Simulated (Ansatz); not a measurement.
`CN(C)BS` → `BS` + `C=NC`  (β-hydride elimination)

Calculated with Ansatz (gas phase, PBE0-D4/def2-TZVP geometries, no zero-point term in ΔE). CCSD(T)/CBS is the MP2 limit (def2-TZVPP, def2-QZVPP) plus CCSD(T) − MP2 in def2-TZVPP, frozen cores. This one scheme is used for every species. One conformer a species, not always the lowest.

`CN(C)BS`:

```xyz
13

C    -0.729    0.584   -0.887
N     0.095    0.029    0.157
C     0.421    0.999    1.178
B     0.556   -1.283    0.243
S     0.267   -2.663   -0.895
H    -0.936   -0.152   -1.661
H    -1.687    0.934   -0.484
H    -0.232    1.440   -1.358
H     1.043    0.539    1.944
H    -0.488    1.389    1.652
H     0.963    1.851    0.750
H     1.239   -1.588    1.176
H    -0.514   -2.077   -1.816
```

`BS`:

Z-matrix (Å, degrees):
```
B
S 1 1.765
H 1 1.192 2 115.8
H 1 1.190 2 121.4 3 -180.0
H 2 1.344 1 99.2 3 180.0
```

`C=NC`:

Cartesian coordinates in Å:
```
C 1.280 -0.060 0.212
N 0.168 0.207 0.733
C -1.009 0.073 -0.083
H 1.394 -0.388 -0.832
H 2.187 0.033 0.809
H -0.799 -0.253 -1.113
H -1.688 -0.643 0.386
H -1.534 1.031 -0.113
```

| species | CCSD(T)/CBS(def2) energy (Eh) |
| --- | --- |
| `CN(C)BS` | -558.24903 |
| `BS` | -424.38198 |
| `C=NC` | -133.77870 |

(1) Work out ΔE.

(2) What do rigid-rotor, harmonic-oscillator terms from PBE0-D4/def2-TZVP frequencies (298.15 K, 1 bar) make of the CCSD(T)/CBS value? (Best estimate.)

Largest T1 diagnostic among the species: 0.015.

Results:

(1) ΔE = (-424.38198) + (-133.77870) − (-558.24903) = 0.08835 Eh = +2.40 eV.

(2) The calculation gave: ΔZPE = -0.21 eV, ΔH = +2.22 eV, ΔS = 158 J/(mol·K), ΔG = +1.73 eV. Modes under 50 cm⁻¹ make the entropy rough.

From PBE to PBE0 (25 % exact exchange), in def2-TZVPP and without D4, ΔE moves by +0.14 eV. Leaving LDA and LC-ωPBE aside and taking each functional with its dispersion term where it has one, the values, not all of them listed here, spread over 0.38 eV, from BLYP-D4 to PBE-QIDH. LDA lies +0.64 eV from PBE without D4.
